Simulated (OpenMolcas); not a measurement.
Cu3+ among 4 point charges of -1.5 e arranged as a square (D4h).

```json
{
  "Program": "OpenMolcas 26.06",
  "Method": "CASSCF",
  "Basis": "ANO-RCC-VDZP [5s4p2d1f]",
  "Scalar Hamiltonian": "DKH2, point nucleus",
  "Active space": "8 electrons in 5 orbitals (3d)",
  "State averaging": "2S+1 = 3 even, 10 roots; 2S+1 = 1 even, 15 roots",
  "Spin-orbit coupling": "RASSI with atomic mean-field integrals over the reference wave functions"
}
```

All point charges move together. At R = 1.75 Å the first state of the same spin is 1005 cm-1, and at R = 1.92 Å it is 819.9 cm-1.

Q: A third run gives 691.6 cm-1. What distance was it run at?

A: With a power law R^-n the two known points give n = -ln(819.9 / 1005) / ln(1.92 / 1.75) = 2.20. Then R = 1.75 × (1005 / 691.6)^(1/2.20) = 2.074 Å. The run was at 2.1 Å, so the estimate is off by -0.026 Å.

An orbital doublet at a regular site is open to a Jahn-Teller distortion, which this geometry leaves out. Without dynamic correlation the repulsion within the d shell is too large (B by tens of per cent), so at a given field states of lower spin stand too high. Point charges give a weaker field than real ligands, and real ions of this kind are often low spin; the high spin found here belongs to the model. The ground term spreads over less than 5000 cm-1, several times less than with real ligands, so orbital moments are less quenched and χT lies further from the spin-only value than at real sites. This is an electrostatic model: the charges have no orbitals. No measured value stands beside these numbers.
